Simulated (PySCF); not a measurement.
Molecule: SMILES CCP(=O)(CC)CC, C6H15OP.

Geometry (Å), atoms numbered from 1 in this order:
```xyz
23

C     2.598    0.605    0.457
C     1.663   -0.119   -0.501
P     0.051   -0.485    0.277
O     0.180   -1.244    1.566
C    -0.893   -1.388   -1.000
C    -2.298   -1.738   -0.527
C    -0.794    1.122    0.502
C    -1.001    1.981   -0.736
H     2.633    0.075    1.420
H     2.262    1.636    0.653
H     3.619    0.661    0.054
H     1.514    0.436   -1.442
H     2.078   -1.104   -0.774
H    -0.899   -0.817   -1.943
H    -0.310   -2.306   -1.184
H    -2.939   -0.846   -0.454
H    -2.788   -2.441   -1.217
H    -2.255   -2.206    0.468
H    -0.206    1.649    1.271
H    -1.751    0.873    0.990
H    -1.517    2.919   -0.482
H    -0.046    2.253   -1.211
H    -1.614    1.468   -1.493
```

Geometry PBE0-D3(BJ)/def2-SVP throughout; GIAO in PySCF 2.14, gas phase, one conformer, non-relativistic; equivalent atoms averaged; basis pcSseg-1.

Problem. How do the absolute shieldings σ depend on the functional? (ppm; last column core-seconds on 1 thread of an Intel Xeon Platinum 8259CL, shared host; the GGAs took longer than the global hybrids here, which isn't the general rule, and the cause wasn't traced)

Solution. 
```tsv
functional	kind	C2/C5/C7	C1/C6/C8	P3	O4	H9/H10/H11/H16/H17/H18/H21/H22/H23	H12/H13/H14/H15/H19/H20	core-s
HF	Hartree–Fock	173.6	183.9	333.1	286.3	30.59	30.63	32
PBE	GGA	156.8	172.6	274.6	234.1	30.16	29.82	110
BP86	GGA	156.3	172.0	271.6	233.8	30.22	29.89	110
B3LYP	global hybrid	156.6	171.6	272.7	244.1	30.32	30.09	68
mPW1PW91	global hybrid	162.0	176.3	288.1	249.0	30.28	30.04	65
CAM-B3LYP	range-separated hybrid	160.7	175.8	278.1	252.5	30.28	30.09	95
```

Problem. Which nucleus moves most, in ppm?

Solution. P3 (phosphorus bonded to 3 C, O): from 271.6 ppm with BP86 to 333.1 ppm with HF. The smallest spread is 0.42 ppm, at H9/H10/H11/H16/H17/H18/H21/H22/H23. Proton shifts span only some 12 ppm, so a few tenths of a ppm matter as much there as several ppm in carbon.
